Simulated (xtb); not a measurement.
F2O2W, triplet, from a rough starting geometry (GFN-xTB shapes and energies of metal compounds can be far from the true ones) (the multiplicity is a formal guess); GFN2-xTB (xtb).

Input for xtb:
```
$ xtb mol.xyz --gfn 2 --uhf 2 --opt vtight --json

# file mol.xyz
5

W      0.05271863    -0.03758151     0.09156557
O      1.33502563    -0.36205861    -1.03181221
O      0.55412616    -0.01736839     1.69557991
F     -0.66268202     1.62679449    -0.40869358
F     -1.28632783    -1.17705935    -0.28704646
```

Task: What does xtb print? Leave out banner, timings and long lists.

Result: 
```
   ID    Z sym.   atoms
    1   74 W      1
    2    8 O      2, 3
    3    9 F      4, 5

           -------------------------------------------------
          |                Calculation Setup                |
           -------------------------------------------------

           -------------------------------------------------
          |                 G F N 2 - x T B                 |
           -------------------------------------------------

          ...................................................
          :                      SETUP                      :
          :.................................................:
          :  # basis functions                  26          :
          :  # atomic orbitals                  25          :
          :  # shells                           11          :
          :  # electrons                        32          :
          :  max. iterations                   250          :
          :  Hamiltonian                  GFN2-xTB          :
          :  restarted?                      false          :
          :  GBSA solvation                  false          :
          :  PC potential                    false          :
          :  electronic temp.          300.0000000     K    :
          :  accuracy                    1.0000000          :
          :  -> integral cutoff          0.2500000E+02      :
          :  -> integral neglect         0.1000000E-07      :
          :  -> SCF convergence          0.1000000E-05 Eh   :
          :  -> wf. convergence          0.1000000E-03 e    :
          :  Broyden damping             0.4000000          :
          :  net charge                          0          :
          :  unpaired electrons                  2          :
          ...................................................

 iter      E             dE          RMSdq      gap      omega  full diag
   1     -9.2394452 -0.923945E+01  0.304E+01    1.23       0.0  T
   2    -13.8239475 -0.458450E+01  0.359E+01    1.28       1.0  T
   3    -16.7334202 -0.290947E+01  0.213E+01    0.08       1.0  T
   4    -18.2383687 -0.150495E+01  0.184E+01    0.88       1.0  T
   5    -18.8156953 -0.577327E+00  0.143E+01    0.56       1.0  T
   6    -19.0216388 -0.205943E+00  0.130E+01    0.46       1.0  T
   7    -19.2733782 -0.251739E+00  0.115E+01    0.42       1.0  T
   8    -19.7204077 -0.447030E+00  0.802E+00    0.47       1.0  T
   9    -19.6822359  0.381718E-01  0.838E+00    0.56       1.0  T
  10    -20.0313580 -0.349122E+00  0.445E+00    0.71       1.0  T
  11    -20.0315767 -0.218694E-03  0.425E+00    0.88       1.0  T
  12    -20.0436934 -0.121166E-01  0.336E+00    0.85       1.0  T
  13    -20.0465936 -0.290022E-02  0.215E+00    0.80       1.0  T
  14    -20.0466277 -0.341188E-04  0.187E+00    0.74       1.0  T
  15    -20.0531123 -0.648454E-02  0.120E+00    0.70       1.0  T
  16    -20.0538814 -0.769101E-03  0.125E+00    0.74       1.0  T
  17    -20.0481067  0.577469E-02  0.125E+00    0.68       1.0  T
  18    -20.0554661 -0.735939E-02  0.345E-01    0.68       1.0  T
  19    -20.0555838 -0.117712E-03  0.217E-01    0.69       1.0  T
  20    -20.0555937 -0.992941E-05  0.134E-01    0.69       1.0  T
  21    -20.0556206 -0.268936E-04  0.676E-02    0.69       1.0  T
  22    -20.0556403 -0.197458E-04  0.365E-02    0.70       1.2  T
  23    -20.0556444 -0.404936E-05  0.201E-02    0.70       2.2  T
  24    -20.0556458 -0.137045E-05  0.450E-03    0.70       9.9  T
  25    -20.0556458 -0.530589E-07  0.209E-03    0.70      21.4  T
  26    -20.0556458 -0.708298E-08  0.117E-03    0.70      38.3  T
  27    -20.0556458 -0.309770E-08  0.565E-04    0.70      79.2  T
  28    -20.0556458 -0.146439E-08  0.215E-04    0.70     207.5  T

   *** convergence criteria satisfied after 28 iterations ***

 transition dipole moment (au) for excitation:          16          17
     X       Y       Z
   0.0106  -0.0145  -0.0357  total (au/Debye):    0.040   0.102
[...]
 * total energy  :   -20.0427493 Eh     change       -0.3540322E-03 Eh
 * total energy  :   -20.0431247 Eh     change       -0.3753850E-03 Eh
 * total energy  :   -20.0444071 Eh     change       -0.1282420E-02 Eh
 * total energy  :   -20.0435347 Eh     change        0.8723515E-03 Eh
 * total energy  :   -20.0451680 Eh     change       -0.1633229E-02 Eh
 * total energy  :   -20.0452643 Eh     change       -0.9633734E-04 Eh
 * total energy  :   -20.0452999 Eh     change       -0.3563132E-04 Eh
 * total energy  :   -20.0453489 Eh     change       -0.4899033E-04 Eh
 * total energy  :   -20.0453674 Eh     change       -0.1847248E-04 Eh
 * total energy  :   -20.0453741 Eh     change       -0.6729133E-05 Eh
 * total energy  :   -20.0453752 Eh     change       -0.1071946E-05 Eh
 * total energy  :   -20.0453753 Eh     change       -0.7861343E-07 Eh
   *** GEOMETRY OPTIMIZATION CONVERGED AFTER 27 ITERATIONS ***
         :: total energy             -20.045375272384 Eh    ::
[...]
         1        2.0000           -0.9300588             -25.3082
       ...           ...                  ...                  ...
         5        2.0000           -0.5839830             -15.8910
         6        2.0000           -0.5617972             -15.2873
         7        2.0000           -0.5498014             -14.9609
         8        2.0000           -0.5492813             -14.9467
         9        2.0000           -0.5457583             -14.8508
        10        2.0000           -0.5414816             -14.7345
        11        2.0000           -0.5373510             -14.6221
        12        2.0000           -0.5299285             -14.4201
        13        2.0000           -0.5290179             -14.3953
        14        1.9991           -0.5211403             -14.1809
        15        1.9973           -0.5200709             -14.1519
        16        1.0035           -0.5090720             -13.8526
        17        1.0000           -0.3901439             -10.6164 (HOMO)
        18                         -0.3037960              -8.2667 (LUMO)
        19                         -0.2966470              -8.0722
        20                         -0.2317969              -6.3075
        21                         -0.2018706              -5.4932
        22                          0.1420076               3.8642
        23                          0.1471057               4.0030
        24                          0.3370190               9.1708
        25                          0.4626779              12.5901
      -------------------------------------------------------------
                  HL-Gap            0.0863479 Eh            2.3496 eV
             Fermi-level           -0.4307036 Eh          -11.7200 eV

     #   Z          covCN         q      C6AA      α(0)
     1  74 W        3.175     1.198   377.013    42.825
     2   8 O        0.830    -0.314    20.038     6.001
     3   8 O        0.830    -0.314    20.040     6.001
     4   9 F        0.758    -0.285    12.158     4.118
     5   9 F        0.758    -0.285    12.158     4.118

 Mol. C6AA /au·bohr⁶  :       1195.589172
 Mol. C8AA /au·bohr⁸  :      96640.948893
 Mol. α(0) /au        :         63.063587

Wiberg/Mayer (AO) data.
largest (>0.10) Wiberg bond orders for each atom

 ---------------------------------------------------------------------------
     #   Z sym  total        # sym  WBO       # sym  WBO       # sym  WBO
 ---------------------------------------------------------------------------
     1  74 W    5.563 --     2 O    1.780     3 O    1.780     4 F    1.001
                             5 F    1.001
     2   8 O    2.282 --     1 W    1.780     3 O    0.333
     3   8 O    2.282 --     1 W    1.780     2 O    0.333
     4   9 F    1.225 --     1 W    1.001
     5   9 F    1.225 --     1 W    1.001
 ---------------------------------------------------------------------------

Topologies differ in total number of bonds
Writing topology from bond orders to xtbtopo.mol

molecular dipole:
                 x           y           z       tot (Debye)
 q only:        0.372      -0.082       0.128
   full:       -0.014       0.003      -0.004       0.039
molecular quadrupole (traceless):
                xx          xy          yy          xz          yz          zz
 q only:       -1.407       1.942       1.213      -1.604      -3.356       0.194
  q+dip:       -1.531       1.998       1.055      -1.823      -3.510       0.476
   full:       -1.043       1.846       0.849      -1.535      -3.597       0.194

optimized geometry written to: xtbopt.xyz

           -------------------------------------------------
          | TOTAL ENERGY              -20.045375272384 Eh   |
          | GRADIENT NORM               0.000094166048 Eh/α |
          | HOMO-LUMO GAP               2.349646771352 eV   |
           -------------------------------------------------

normal termination of xtb
```
